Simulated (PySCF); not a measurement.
Spectrum to structure. Level of theory: PySCF, TDDFT PBE0/def2-SVPD, vertical, gas phase, core orbitals frozen in the response. Geometries: GFN2-xTB, one conformer each.

| state | ν̃ (cm⁻¹) | f | main configurations (H = HOMO, L = LUMO) |
| --- | --- | --- | --- |
| S1 | 46310 | 0.0003 | H→L (95%) |
| S2 | 56530 | 0.0037 | H-1→L (97%) |
| S3 | 61360 | 0.049 | H→L+1 (90%) |
| S4 | 65170 | 0.0013 | H-3→L (87%) |
| S5 | 66020 | 0.0072 | H-1→L+1 (74%), H-1→L+2 (13%) |
| S6 | 67020 | 0.028 | H→L+2 (53%), H-2→L (22%), H→L+3 (10%) |
| S7 | 68650 | 0.033 | H-1→L+2 (74%), H-1→L+1 (12%) |
| S8 | 70320 | 0.023 | H-2→L+1 (60%), H-2→L (15%) |

Orbital energies (eV): HOMO-3 -10.09, HOMO-2 -9.90, HOMO-1 -8.87, HOMO -8.55, LUMO -0.50, LUMO+1 0.31, LUMO+2 0.80.

Question: Which candidate is it?
A. `C(O)([C@@H](F)OC)=O`
B. `C=CCC#CC(=O)O`
C. `CP1C=C1C(F)(F)F`

Answer: A. Its S1, at 5.74 eV, is the highest among the candidates; the nearest of the others has S1 at 4.81 eV. S1 is HOMO→LUMO (95%). S1 has the pattern of n→π* at C=O. At the same level the other candidates give, for their lowest levels:
- `C=CCC#CC(=O)O`: 4.81 eV (f 0.001); 5.64 eV (f 0.007); 5.91 eV (f 0.134); 6.09 eV (f 0.005); 6.74 eV (f 0.012); T1 4.38 eV; HOMO -7.92, LUMO -1.28 eV
- `CP1C=C1C(F)(F)F`: 4.68 eV (f 0.007); 5.58 eV (f 0.005); 5.62 eV (f 0.013); 6.62 eV (f 0.021); 6.75 eV (f 0.053); T1 3.64 eV; HOMO -7.31, LUMO -1.32 eV

The values belong to the conformer `[CH3:1][O:2][C@H:3]([F:4])[C:5](=[O:6])[OH:7]`: C1–O2–C3–F4 -67°, O2–C3–C5–O6 110°, H–O7–C5–C3 177°.
Triplets come from the Tamm–Dancoff approximation.
